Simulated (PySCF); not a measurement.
ZrF₃Cl, SMILES [F][Zr]([F])([F])[Cl], multiplicity 1.

Coordinates come from a r2SCAN-D4/def2-SVP optimisation. The multiplicity is an assumed one; no other spin state was optimised. The structure was generated by enumeration; whether it is a known compound was not checked. The def2 effective core potentials stand for the cores of Zr; spin–orbit coupling is left out.

These are PySCF with PBE/def2-TZVP values and carry that method's errors.

Q: Estimate the frontier levels, gap, dipole moment and polarisability. (The exact figures need the calculation; the answer reports its results.)

A: 
- highest occupied level: -8.54 eV
- lowest empty level: -2.69 eV
- orbital gap: 5.84 eV
- dipole moment: 0.13 D
- quadrupole, principal values (traceless, Buckingham form, about the centre of nuclear charge): -0.15, -0.15, 0.31 D·Å
- mean static polarisability: 48.6 bohr³ (7.20 Å³)
- polarisability, principal values: 43.3, 43.3, 59.0 bohr³
